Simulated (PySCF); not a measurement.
Compound: 1-fluoronaphthalene, C10H7F.
Numbering: `[F:1][c:2]1[cH:3][cH:4][cH:5][c:6]2[cH:7][cH:8][cH:9][cH:10][c:11]12` (hydrogens: H12 on C3; H13 on C4; H14 on C5; H15 on C7; H16 on C8; H17 on C9; H18 on C10)

Computed by this run: PySCF 2.14.0, PBE0-D3(BJ)/def2-SVP geometry optimisation, gas phase; density fitting, grid level 1; the optimiser is geomeTRIC in internal coordinates, started from a GFN2-xTB structure with every atom displaced at random (about 0.01 Å).

Step 0: E = -13176.9116 eV
```
atom  x, y, z in Å  |  force x, y, z in eV/Å
F1      1.1310    2.6460   -0.6176   -0.294   0.275   0.005
C2      1.2108    1.3392   -0.3880   -0.499   0.332   0.075
C3      2.4102    0.7353   -0.5432    1.638  -0.158  -0.152
C4      2.5736   -0.6371   -0.2953   -4.179   0.410   0.615
C5      1.4448   -1.3732    0.0803    0.932   1.048  -0.220
C6      0.1836   -0.7471    0.2473    0.721  -0.518  -0.047
C7     -0.9481   -1.4752    0.6460   -0.251  -0.229   0.028
C8     -2.1481   -0.8408    0.7887   -0.834  -0.342   0.451
C9     -2.2864    0.5364    0.5717    0.220  -0.049  -0.264
C10    -1.2005    1.2610    0.1757    0.014   0.681  -0.052
C11     0.0484    0.6385    0.0161    0.373   0.484  -0.273
H12     3.2948    1.3184   -0.8305   -0.314   0.107  -0.019
H13     3.4735   -1.1057   -0.4165    2.733  -1.264  -0.331
H14     1.5172   -2.4238    0.2861    0.100  -0.735   0.077
H15    -0.8672   -2.5442    0.8324    0.067  -0.149   0.010
H16    -3.0340   -1.3935    1.1081    0.017  -0.166  -0.019
H17    -3.2443    1.0188    0.6722   -0.501   0.182   0.137
H18    -1.2899    2.3295   -0.0168    0.057   0.091  -0.022
```

Step 1: E = -13177.0973 eV
```
atom  x, y, z in Å  |  force x, y, z in eV/Å
F1      1.0936    2.6649   -0.5959    0.062  -0.034  -0.009
C2      1.2236    1.3553   -0.3747    0.059   0.013   0.028
C3      2.4409    0.7439   -0.5524   -0.406   0.159  -0.068
C4      2.5373   -0.6408   -0.3127    1.107  -0.537   0.056
C5      1.4610   -1.3748    0.1177   -0.221  -0.133  -0.088
C6      0.1950   -0.7562    0.2804   -0.038   0.077   0.004
C7     -0.9667   -1.4769    0.6600    0.047  -0.054   0.046
C8     -2.1823   -0.8477    0.7895    0.092   0.015  -0.055
C9     -2.2929    0.5409    0.5514   -0.139   0.059   0.032
C10    -1.1911    1.2782    0.1896    0.052  -0.025  -0.050
C11     0.0686    0.6468    0.0364   -0.067  -0.049   0.019
H12     3.2844    1.3367   -0.8975    0.147   0.037   0.002
H13     3.5264   -1.1438   -0.4477   -0.724   0.386   0.063
H14     1.5491   -2.4494    0.3087    0.039   0.099  -0.021
H15    -0.8759   -2.5503    0.8446   -0.008  -0.007  -0.002
H16    -3.0665   -1.4230    1.0676   -0.045  -0.015   0.033
H17    -3.2663    1.0297    0.6516    0.045  -0.013   0.011
H18    -1.2688    2.3492    0.0002   -0.002   0.023  -0.002
```

Step 2: E = -13177.1077 eV
```
atom  x, y, z in Å  |  force x, y, z in eV/Å
F1      1.1133    2.6592   -0.6050   -0.061   0.008   0.001
C2      1.2174    1.3485   -0.3803    0.074  -0.010   0.014
C3      2.4329    0.7346   -0.5438    0.178   0.105  -0.079
C4      2.5625   -0.6510   -0.3028   -0.149   0.048   0.052
C5      1.4586   -1.3701    0.0936    0.040  -0.257   0.037
C6      0.1899   -0.7548    0.2625    0.100   0.022  -0.048
C7     -0.9635   -1.4813    0.6555    0.015   0.132  -0.019
C8     -2.1734   -0.8422    0.7950   -0.153  -0.113   0.055
C9     -2.3028    0.5458    0.5561    0.123  -0.055  -0.015
C10    -1.2042    1.2800    0.1758    0.023   0.035   0.002
C11     0.0544    0.6473    0.0221    0.045  -0.017  -0.036
H12     3.2846    1.3361   -0.8658    0.008   0.022   0.015
H13     3.5386   -1.1397   -0.4269   -0.225   0.111   0.011
H14     1.5431   -2.4424    0.2831   -0.007  -0.029   0.010
H15    -0.8724   -2.5542    0.8439   -0.017   0.015  -0.006
H16    -3.0535   -1.4161    1.0945   -0.015  -0.006   0.010
H17    -3.2744    1.0313    0.6735    0.010  -0.018   0.000
H18    -1.2816    2.3515   -0.0143    0.010   0.006  -0.004
```

**Question.** Estimate the geometry and energy of step 3. (The exact step hangs on the optimiser's Hessian estimate; all steps are aligned on step 2, rigid shifts and turns removed.)

**Answer.** E = -13177.1109 eV, largest force 0.361 eV/Å
```
atom  x, y, z in Å  |  force x, y, z in eV/Å
F1      1.1053    2.6643   -0.6103   -0.063   0.005   0.006
C2      1.2209    1.3544   -0.3880    0.030   0.033  -0.013
C3      2.4391    0.7485   -0.5422    0.051  -0.119   0.076
C4      2.5451   -0.6407   -0.2915   -0.257   0.046  -0.055
C5      1.4505   -1.3898    0.0821    0.093   0.348   0.011
C6      0.1885   -0.7609    0.2485   -0.040  -0.088  -0.004
C7     -0.9669   -1.4789    0.6520   -0.043  -0.052   0.005
C8     -2.1799   -0.8484    0.8049    0.077   0.080  -0.015
C9     -2.2910    0.5401    0.5571   -0.050   0.012   0.004
C10    -1.1958    1.2736    0.1627   -0.018  -0.034   0.054
C11     0.0619    0.6417    0.0067   -0.025   0.007  -0.025
H12     3.3041    1.3464   -0.8441   -0.084  -0.069   0.027
H13     3.5099   -1.1179   -0.4102    0.315  -0.157  -0.039
H14     1.5429   -2.4609    0.2687    0.003  -0.028   0.001
H15    -0.8756   -2.5511    0.8432    0.012  -0.009  -0.007
H16    -3.0595   -1.4163    1.1215    0.042   0.026  -0.022
H17    -3.2566    1.0328    0.6839   -0.037   0.021  -0.008
H18    -1.2733    2.3456   -0.0282   -0.009  -0.022   0.003
```

The energy changes by -0.0032 eV. The first-order estimate −F·Δx gives -0.0276 eV and the mean of the old and new forces, exact on a quadratic surface, -0.0031 eV. The step makes an angle of 55° with the force vector and moves no atom by more than 0.040 Å.

What follows is the cost of the whole optimisation. On one thread of an AMD EPYC 9R14, on a shared host, this took 1.7 min of wall time and 0.86 GiB of memory at its peak.
